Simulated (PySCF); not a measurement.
Species: C5H4F3OP.
SMILES: `Cc1cpc(C(F)(F)F)o1`

Computed with PySCF, TDDFT wB97X-D/def2-SVPD, vertical, gas phase, core orbitals frozen in the response. Isolated species at its GFN2-xTB geometry, gas phase. GFN2-xTB frequencies show an imaginary mode (27i cm⁻¹), so this geometry is no minimum at that level. Torsions of this conformer, `[CH3:1][c:2]1[cH:3][p:4][c:5]([C:6]([F:7])([F:8])[F:9])[o:10]1`: P4–C5–C6–F7 -59°.

Computed states:

```json
{"state": "S1", "E (eV)": "5.07", "f": "0.128"}
{"state": "S2", "E (eV)": "5.78", "f": "0.016"}
{"state": "S3", "E (eV)": "5.91", "f": "0.037"}
{"state": "S4", "E (eV)": "6.58", "f": "0.0008"}
{"state": "S5", "E (eV)": "6.85", "f": "0.330"}
{"state": "S6", "E (eV)": "7.03", "f": "0.0072"}
{"state": "S7", "E (eV)": "7.26", "f": "0.0014"}
{"state": "S8", "E (eV)": "7.68", "f": "0.112"}
```

Broadening: Gaussians 0.3 eV wide at half height, area fixed by f = 4.319×10⁻⁹ ∫ε dν̃. The width is an assumption, not a result. The curve ends short of the highest state used, and states not computed would add to its high-energy end.

(1) Give the broadened spectrum and its maxima.

(2) On this curve, what absorbance would a 10⁻⁴ mol/L sample give at 193 nm over a 1 cm path?

(3) Coming from long wavelengths, where does ε first pass 100 L mol⁻¹ cm⁻¹?

Answers

(1) 
```csv
λ (nm),ε (L mol⁻¹ cm⁻¹)
175.1,6413
179.1,25703
183.2,24158
187.2,6130
191.3,500
195.4,35
199.4,192
203.5,1291
207.5,3390
211.6,4236
215.6,2892
219.7,1176
223.7,319
227.8,212
231.8,1074
235.9,4018
239.9,8597
244.0,11454
248.0,9807
252.1,5585
256.1,2257
260.2,640
264.2,140
268.3,22
```

Maxima: 245 nm (5.07 eV), ε about 11000, made up of S1 (100%); 211 nm (5.88 eV), ε about 4300, made up of S2 (24%) and S3 (76%); 181 nm (6.85 eV), ε about 30000, made up of S5 (99%) (ε in L mol⁻¹ cm⁻¹; maxima over ε = 5, shares over 10%).

(2) 193 nm is 6.424 eV, where ε is about 150 L mol⁻¹ cm⁻¹, so A = ε c l ≈ 0.015 (Beer–Lambert, with the gas-phase spectrum and the assumed width).

(3) At about 265 nm (4.68 eV), 0.39 eV below S1.

Rough CPU time on one thread of a shared machine: about 2.6 min.
